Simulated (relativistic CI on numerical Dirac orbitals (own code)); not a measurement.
## Ti⁴⁺ in a cubic cluster: 2p photoemission with charge transfer

Computed with a charge-transfer multiplet model of a cubic metal-ligand cluster with up to 2 ligand holes, Slater and spin-orbit integrals from Dirac-Coulomb-Breit ions, Slater integrals scaled by 0.9. The ground state mixes d0 with configurations of k ligand holes L, whose averages lie at kΔ + k(k − 1)U_dd/2; a core hole lowers each added d electron by U_cd. 300 K, Lorentzian 0.6 eV and Gaussian 0.8 eV FWHM.

Atomic integrals in eV (Slater integrals scaled, ζ unscaled), ground: F2dd 7.400, F4dd 4.602, zeta_d 0.013; with the core hole: F2dd 7.400, F4dd 4.602, zeta_d 0.032, zeta_core 3.740, F2cd 5.699, G1cd 4.259, G3cd 2.418. Where a configuration has fewer than two d electrons, the dd integrals are those of d2.

Cluster parameters (eV): U_dd = 5.1, U_cd = 5.8, 10Dq = 1.3, 10Dq(ligand) = 0.1, V(eg) = 1.9, V(t2g) = -0.87, final-state hopping factor = 1.

| Case | n_d | d0 | d1L | d2L2 | S |
| --- | --- | --- | --- | --- | --- |
| Δ = -0.2 eV | 0.86 | 0.29 | 0.56 | 0.15 | 0.00 |
| Δ = 1.8 eV | 0.64 | 0.44 | 0.48 | 0.08 | 0.00 |
| Δ = 3.8 eV | 0.45 | 0.59 | 0.36 | 0.04 | 0.00 |

Weights, n_d and S are thermal averages at 300 K. Binding energies count from the first peak over 30 % of the highest in each spectrum, which can be another peak from case to case. The parameters are a model scan and need not match a compound or its usual spin state. Peaks in eV (height, largest 100):
- Δ = -0.2 eV: 0.0 (100), 6.2 (43), 9.7 (14), 15.8 (7)
- Δ = 1.8 eV: 0.0 (100), 6.1 (43), 9.2 (19), 15.2 (10)
- Δ = 3.8 eV: 0.0 (100), 6.0 (42), 8.3 (24), 14.3 (9)

A d0 ion has no d-d gap: its lowest excitations are ligand-to-metal charge transfer. With the core hole the configuration with one ligand hole lies at Δ − U_cd = -6.0, -4.0, -2.0 eV from the one without, in the order of the table; where this is negative the screened configuration lies lower, though the effective hopping of about 4.2 eV (from the holes of the mixed ground state) mixes the two strongly wherever it is as large as the gap.

With at most 2 ligand holes the space is cut while the next configuration still counts, so covalency is underestimated, and a final configuration with one more ligand hole, which can lie low, is missing from the spectra.
